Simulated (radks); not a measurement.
Results of a calculation; reference values are marked as such.
Question: These are the eigenvalues of the occupied orbitals of an atom or ion with whole-number occupations (hartree). Code: a radial shooting solver on a logarithmic mesh with Libxc functionals. Model: Dirac Kohn-Sham, BLYP, spin-unpolarised, spherical densities, point nucleus.

orbital  eigenvalue
1s1/2     -1369.420
2s1/2     -217.2433
2p1/2     -204.7080
2p3/2     -190.6723
3s1/2     -46.66626
3p1/2     -41.40522
3p3/2     -38.69277
3d3/2     -29.45963
3d5/2     -28.88132
4s1/2      -9.97370
4p1/2      -8.06097
4p3/2      -7.49356
4d3/2      -4.36801
4d5/2      -4.27131
5s1/2      -2.17932
5p1/2      -1.65612
5p3/2      -1.56867
5d3/2      -0.86149

Which element is it, and in what charge state? The configuration may be excited. Open shells, if any, fill j = l - 1/2 first.

Answer: Z = 56, barium, charge +3: Ba3+ in [Kr] 4d10 5s2 5p4 5d1. The list shows which subshells hold electrons but not how many an open one holds; the 1s level, -1369.4 hartree, gives Z - s = 52.3 by -(Z - s)^2/2, which with screening and relativity narrows Z to a few neighbours, and the depths of the outer levels then fix element, charge and occupations together.
